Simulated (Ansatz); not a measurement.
Reaction (substitution at a C–Si bond): `C[Si](C)(O)P` + `F[C]1(S)[NH][AlH]1` → `CS[C]1(F)[NH][AlH]1` + `C[SiH](O)P`

Isolated molecules relaxed with PBE0-D4/def2-TZVP in Ansatz; ΔE leaves out vibrations. CCSD(T)/CBS is the MP2 limit (def2-TZVPP, def2-QZVPP) plus CCSD(T) − MP2 in def2-TZVPP, frozen cores. Functionals use def2-TZVPP. B3LYP here is the variant with VWN-RPA as its local correlation; programs differ in this. Each species was taken in one conformer, which may not be the lowest.

```csv
level,ΔE (kJ/mol),difference from CCSD(T)/CBS
PBE-D4,45.5,-2.1
PBE0-D4,47.0,-0.6
B3LYP-D4,46.8,-0.8
ωB97M-V,48.6,1.0
B2PLYP,46.0,-1.6
r2SCAN,48.4,0.8
PBE0,45.9,-1.7
HF/def2-TZVPP,44.7,-2.9
MP2/def2-TZVPP,48.1,0.5
SCS-MP2/def2-TZVPP,45.7,-1.9
CCSD/def2-TZVPP,49.5,1.9
HF/def2-QZVPP,44.4,-3.2
MP2/def2-QZVPP,47.4,-0.2
SCS-MP2/def2-QZVPP,45.0,-2.6
HF/CBS(def2),44.4,-3.2
MP2/CBS(def2),47.0,-0.6
CCSD(T)/CBS,47.6,0
```

Largest T1 diagnostic among the species: 0.015.

In def2-TZVPP, CCSD(T) changes the Hartree–Fock value by +4.0 kJ/mol (the triples alone add −0.7 kJ/mol) and MP2 by +3.4 kJ/mol.
